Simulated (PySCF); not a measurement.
**How methods differ on the excitation energy of Ta⁺**

Ta⁺ [Xe] 4f14 5d3 6s1 (5F) → Ta⁺ [Xe] 4f14 5d2 6s1 6p1 (high-spin determinant), as a difference of total energies. All numbers are calculated (PySCF 2.14, scalar relativity through the core potential, in aug-cc-pwCVDZ-PP with ECP60MDF). Correlated levels: valence: 5s2 5p6 frozen. The calculations carry no spin-orbit coupling.

```
           method  excitation energy (eV)
              UHF                   4.003
    MP2 (valence)                   4.257
SCS-MP2 (valence)                   4.087
   CCSD (valence)                   4.210
CCSD(T) (valence)                   4.189
```

Task: How much does correlation contribute at CCSD(T) (valence)?

Result: 4.189 − (4.003) = 0.186 eV, measured against UHF.

The coupled-cluster amplitudes are large for the upper state (T1 above 0.03 or a double amplitude above 0.15), so a single reference is strained.

The determinant of the upper state mixes LS terms, which raises its energy above the lowest term, most at the Hartree-Fock and MP2 levels.
